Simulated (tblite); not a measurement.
C5H9AsO2.
Cartesian coordinates in Å at the GFN2-xTB level; atoms count from 1:
```
atom  x, y, z in Å
O1     2.7153   -0.9002    0.8057
C2     2.6527   -0.4484   -0.2999
O3     1.6204    0.1463   -0.8598
C4     0.4230    0.2663   -0.0698
C5    -0.4340   -0.9938   -0.1739
C6    -1.7467   -0.7193    0.5495
As7   -2.1855    1.2133    0.2587
C8    -0.4048    1.4290   -0.5812
H9     3.4867   -0.4646   -1.0237
H10    0.7187    0.4190    0.9766
H11   -0.6129   -1.1930   -1.2342
H12    0.0921   -1.8506    0.2514
H13   -2.5397   -1.3671    0.1704
H14   -1.6465   -0.9101    1.6191
H15   -1.6990    1.6447    1.6237
H16    0.0535    2.3924   -0.3553
H17   -0.5003    1.3481   -1.6671
```

Calculated harmonic vibrations of the isolated species, GFN2-xTB (tblite), most abundant isotopes, no scaling. Against measured fundamentals such values can be off by several per cent, at times by over 20. Modes of hydrogen on arsenic can be 10 to 20 % off. One conformer, not necessarily the lowest.

Harmonic wavenumbers (cm⁻¹): 34.9, 83.0, 129.1, 190.7, 242.7, 308.1, 381.8, 458.9, 477.4, 584.7, 613.6, 680.6, 687.3, 752.6, 815.8, 847.8, 913.2, 938.8, 959.6, 992.6, 1037.6, 1045.0, 1111.3, 1161.4, 1175.4, 1183.3, 1193.8, 1240.3, 1281.3, 1300.4, 1326.5, 1357.0, 1450.7, 1457.2, 1486.6, 1786.0, 1871.0, 2816.4, 2898.5, 2947.4, 2950.8, 2965.7, 2967.7, 2974.9, 2984.8.

A = 3852, B = 690.6, C = 636.9 MHz; mass 175.982 u (most abundant isotopes); point group C1, symmetry number 1.

Question: Zero-point energy?

Answer: Half the sum of the wavenumbers: 28532 cm⁻¹ = 341.32 kJ/mol.

Question: Entropy at 400 K, 1 bar (ideal gas, RRHO, classical rotation)?

Answer: Translation 179.45, rotation 127.63, vibration 135.18: S = 442.3 J/(mol K).

Question: And Cp and H(400 K) − H(0)?

Answer: Cp = 180.53 J/(mol K), of which vibrations give 147.27 (their classical limit is 45 R = 374.2); H(400 K) − H(0) = 41.61 kJ/mol without the zero-point energy, 28.30 from vibrations.

Question: Blend soft modes into free rotors: weight 1/[1 + (100 cm⁻¹/ν̃)⁴] for the oscillator and the rest for a rotor with moment μB/(μ + B), μ = h/(8π²ν), B = 10⁻⁴⁴ kg m². What vibrational entropy results?

Answer: 123.48 J/(mol K) in place of 135.18, which changes −T·S at 400 K by +4.68 kJ/mol.

Question: How do the functions run with temperature in this model?

Answer: 
```csv
T (K),S (J/(mol K)),Cp (J/(mol K)),H − H(0) (kJ/mol),G − H(0) (kJ/mol),ln q(vib)
100,290.9,67.2,5.01,-24.08,1.58
200,347.7,101.3,13.39,-56.14,3.60
300,396.2,141.2,25.48,-93.36,5.65
500,486.3,214.2,61.40,-181.75,9.89
800,603.5,283.1,136.99,-345.77,16.28
1000,669.9,311.9,196.66,-473.24,20.32
```

q(vib) and H(0) count from the zero-point level.

Hindered rotation and anharmonicity are outside this model. Other conformers, if any are populated, would add a mixing term that is left out. The structure is chiral; the term R ln 2 for an equal mix with its mirror image is left out.

Hardware: one thread, Arm Neoverse N1 (aarch64), no GPU, on a shared host. Cost: 1.0 s wall. The figure is for the frequency step alone.
